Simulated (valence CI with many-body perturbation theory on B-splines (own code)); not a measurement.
E1 transitions of Nb³⁴⁺

Computed by configuration interaction combined with many-body perturbation theory (CI+MBPT): five valence electrons over a frozen Dirac-Fock core [He], a basis of 11 s, 11 p, 10 d, 8 f, 5 g, 2 h functions for each j, with the one-electron correlation potential Σ1 (screened to all orders), the two-electron term Σ2, the three-electron term Σ3, Breit, model QED; selected single and double excitations, second order for the rest, scaled by the run's own slope (own B-spline code, finite nucleus).

No measured spectrum was set against this ion. As an estimate, large intervals hold to a few tenths of a per cent, small ones and those within an open d or f shell to about a per cent. Among the levels kept, up to 10000 cm⁻¹ of a level comes from second order outside the variational space, and about a tenth of that is noise between levels of different J, which matters for small intervals.

Lines 51 to 100 of 595 in falling wavelength, among levels below 3094.7 eV, chosen from the strongest by gf and those to the six lowest levels. Wavelengths and rates use the calculated energies. Electric multipoles are in the length gauge, E1 and E2 with the static RPA response of the core. Weak lines are less certain than strong ones. Lines between different terms over intervals too small for the method are left out, as are lines whose strength nearly cancels. The highest levels of a list are the least certain.

Levels are named by their leading jj configuration (3d3/2^4 stands for four electrons in 3d with j = 3/2), which in mixed levels can hold well under half, so a name can repeat and another be missing. Letters in brackets count levels of one name in rising energy.

```
λ vac (Å)                               Upper                               Lower   A (s⁻¹)  S (a.u.)
    204.5  (2s 2p1/2^2 2p3/2 3d5/2) J=5/2 [b]  (2s 2p1/2^2 2p3/2 3p3/2) J=3/2 [b]  5.79e+09  1.47e-01
    201.7  (2s 2p1/2 2p3/2^2 3d5/2) J=7/2 [b]  (2s 2p1/2 2p3/2^2 3p1/2) J=5/2 [c]  1.61e+09  5.23e-02
    201.0  (2s 2p1/2 2p3/2^2 3d5/2) J=5/2 [d]  (2s 2p1/2 2p3/2^2 3p3/2) J=3/2 [c]  3.70e+09  8.89e-02
    200.7  (2s 2p1/2 2p3/2^2 3d5/2) J=5/2 [g]  (2s 2p1/2 2p3/2^2 3p3/2) J=3/2 [f]  6.00e+09  1.44e-01
    200.7  (2s 2p1/2 2p3/2^2 3d5/2) J=9/2 [a]      (2s 2p1/2 2p3/2^2 3p1/2) J=7/2  1.38e+09  5.49e-02
    200.6      (2s^2 2p3/2^2 3d5/2) J=5/2 [b]      (2s^2 2p3/2^2 3p3/2) J=3/2 [b]  6.63e+09  1.59e-01
    200.5          (2s^2 2p1/2^2 3d5/2) J=5/2          (2s^2 2p1/2^2 3p3/2) J=3/2  7.42e+09  1.77e-01
    199.4  (2s^2 2p1/2 2p3/2 3d5/2) J=7/2 [b]  (2s^2 2p1/2 2p3/2 3p3/2) J=5/2 [b]  6.42e+09  2.01e-01
    199.1  (2s^2 2p1/2 2p3/2 3p1/2) J=3/2 [b]         (2s^2 2p1/2 2p3/2 3s) J=5/2  5.25e+09  8.17e-02
    198.5  (2s 2p1/2 2p3/2^2 3d3/2) J=7/2 [a]  (2s 2p1/2 2p3/2^2 3p3/2) J=5/2 [a]  3.81e+09  1.18e-01
    198.4  (2s 2p1/2 2p3/2^2 3d3/2) J=7/2 [c]  (2s 2p1/2 2p3/2^2 3p3/2) J=5/2 [c]  2.51e+09  7.74e-02
    196.0  (2s 2p1/2 2p3/2^2 3p1/2) J=3/2 [d]     (2s 2p1/2 2p3/2^2 3s) J=5/2 [c]  4.39e+09  6.53e-02
    195.8  (2s 2p1/2 2p3/2^2 3p3/2) J=5/2 [a]     (2s 2p1/2 2p3/2^2 3s) J=3/2 [a]  5.28e+09  1.17e-01
    193.9  (2s 2p1/2 2p3/2^2 3p1/2) J=5/2 [b]         (2s 2p1/2 2p3/2^2 3s) J=7/2  7.54e+09  1.63e-01
    193.5  (2s 2p1/2 2p3/2^2 3d3/2) J=5/2 [c]  (2s 2p1/2 2p3/2^2 3p3/2) J=3/2 [d]  2.38e+09  5.10e-02
    192.7  (2s 2p1/2^2 2p3/2 3d5/2) J=5/2 [a]  (2s 2p1/2^2 2p3/2 3p3/2) J=3/2 [a]  5.71e+09  1.21e-01
    191.0  (2s 2p1/2 2p3/2^2 3p3/2) J=7/2 [b]     (2s 2p1/2 2p3/2^2 3s) J=5/2 [b]  5.53e+09  1.52e-01
    190.2  (2s^2 2p1/2 2p3/2 3d5/2) J=3/2 [a]  (2s^2 2p1/2 2p3/2 3p3/2) J=1/2 [a]  5.20e+09  7.06e-02
    189.2  (2s 2p1/2^2 2p3/2 3d5/2) J=7/2 [a]  (2s 2p1/2^2 2p3/2 3p3/2) J=5/2 [a]  8.27e+09  2.21e-01
    189.1  (2s 2p1/2^2 2p3/2 3p3/2) J=3/2 [a]     (2s 2p1/2^2 2p3/2 3s) J=3/2 [a]  8.57e+09  1.14e-01
    185.9  (2s 2p1/2^2 2p3/2 3d5/2) J=3/2 [a]  (2s 2p1/2^2 2p3/2 3p3/2) J=3/2 [a]  4.26e+09  5.41e-02
    185.7  (2s^2 2p1/2 2p3/2 3d5/2) J=5/2 [b]  (2s^2 2p1/2 2p3/2 3p3/2) J=3/2 [b]  6.38e+09  1.21e-01
    184.0  (2s 2p1/2 2p3/2^2 3d5/2) J=3/2 [d]  (2s 2p1/2 2p3/2^2 3p3/2) J=1/2 [c]  5.34e+09  6.58e-02
    182.5  (2s^2 2p1/2 2p3/2 3d3/2) J=5/2 [b]  (2s^2 2p1/2 2p3/2 3p3/2) J=3/2 [a]  3.43e+09  6.18e-02
    182.4  (2s^2 2p1/2 2p3/2 3d5/2) J=5/2 [a]  (2s^2 2p1/2 2p3/2 3p1/2) J=3/2 [b]  2.72e+09  4.89e-02
    182.3  (2s 2p1/2 2p3/2^2 3p3/2) J=3/2 [b]     (2s 2p1/2 2p3/2^2 3s) J=5/2 [b]  6.53e+09  7.80e-02
    180.3  (2s 2p1/2 2p3/2^2 3d3/2) J=7/2 [b]  (2s 2p1/2 2p3/2^2 3p1/2) J=5/2 [b]  3.16e+09  7.30e-02
    179.5            (2s 2p3/2^3 3p3/2) J=7/2  (2s 2p1/2 2p3/2^2 3d5/2) J=5/2 [a]  2.34e+09  5.35e-02
    179.4  (2s 2p1/2 2p3/2^2 3p3/2) J=1/2 [a]     (2s 2p1/2 2p3/2^2 3s) J=3/2 [a]  1.09e+10  6.20e-02
    178.1          (2s^2 2p3/2^2 3p3/2) J=5/2             (2s^2 2p3/2^2 3s) J=3/2  6.49e+09  1.09e-01
    177.6          (2s^2 2p3/2^2 3p3/2) J=1/2             (2s^2 2p3/2^2 3s) J=3/2  9.14e+09  5.06e-02
    175.1        (2s 2p3/2^3 3p3/2) J=3/2 [a]           (2s 2p3/2^3 3s) J=3/2 [a]  5.46e+09  5.79e-02
    173.7        (2s 2p3/2^3 3p3/2) J=5/2 [a]           (2s 2p3/2^3 3s) J=3/2 [a]  3.49e+09  5.41e-02
    173.0  (2s 2p1/2 2p3/2^2 3d5/2) J=3/2 [b]  (2s 2p1/2 2p3/2^2 3p3/2) J=3/2 [b]  4.83e+09  4.94e-02
    173.0      (2s 2p1/2 2p3/2^2 3p1/2) J=7/2     (2s 2p1/2 2p3/2^2 3s) J=5/2 [a]  2.53e+09  5.18e-02
    171.2  (2s 2p1/2 2p3/2^2 3p3/2) J=7/2 [c]     (2s 2p1/2 2p3/2^2 3s) J=5/2 [c]  1.48e+10  2.92e-01
    170.9  (2s 2p1/2 2p3/2^2 3d3/2) J=5/2 [b]  (2s 2p1/2 2p3/2^2 3p1/2) J=5/2 [b]  5.99e+09  8.86e-02
    170.7  (2s 2p1/2^2 2p3/2 3p3/2) J=5/2 [a]     (2s 2p1/2^2 2p3/2 3s) J=3/2 [a]  9.86e+09  1.45e-01
    170.3  (2s 2p1/2^2 2p3/2 3p3/2) J=1/2 [a]     (2s 2p1/2^2 2p3/2 3s) J=3/2 [a]  1.14e+10  5.56e-02
    169.9  (2s 2p1/2 2p3/2^2 3d3/2) J=5/2 [d]  (2s 2p1/2 2p3/2^2 3p1/2) J=3/2 [d]  4.91e+09  7.14e-02
    169.4        (2s 2p3/2^3 3p3/2) J=5/2 [b]           (2s 2p3/2^3 3s) J=3/2 [b]  1.29e+10  1.85e-01
    169.2  (2s 2p1/2 2p3/2^2 3p3/2) J=5/2 [c]     (2s 2p1/2 2p3/2^2 3s) J=3/2 [b]  1.23e+10  1.76e-01
    168.5  (2s 2p1/2^2 2p3/2 3p3/2) J=5/2 [b]     (2s 2p1/2^2 2p3/2 3s) J=3/2 [b]  1.48e+10  2.10e-01
    166.7  (2s 2p1/2 2p3/2^2 3d3/2) J=5/2 [a]  (2s 2p1/2 2p3/2^2 3p1/2) J=5/2 [a]  5.40e+09  7.41e-02
    166.5  (2s 2p1/2 2p3/2^2 3d5/2) J=5/2 [b]  (2s 2p1/2 2p3/2^2 3p3/2) J=3/2 [b]  4.83e+09  6.60e-02
    166.3          (2s^2 2p3/2^2 3p3/2) J=5/2             (2s^2 2p3/2^2 3s) J=5/2  6.36e+09  8.67e-02
    165.4        (2s 2p3/2^3 3p3/2) J=3/2 [b]               (2s 2p3/2^3 3s) J=1/2  8.38e+09  7.49e-02
    165.2  (2s 2p1/2 2p3/2^2 3p3/2) J=3/2 [d]     (2s 2p1/2 2p3/2^2 3s) J=1/2 [b]  8.95e+09  7.96e-02
    164.5  (2s^2 2p1/2 2p3/2 3p3/2) J=5/2 [a]     (2s^2 2p1/2 2p3/2 3s) J=3/2 [a]  1.44e+10  1.90e-01
    164.5          (2s^2 2p3/2^2 3p3/2) J=7/2             (2s^2 2p3/2^2 3s) J=5/2  1.49e+10  2.62e-01
```
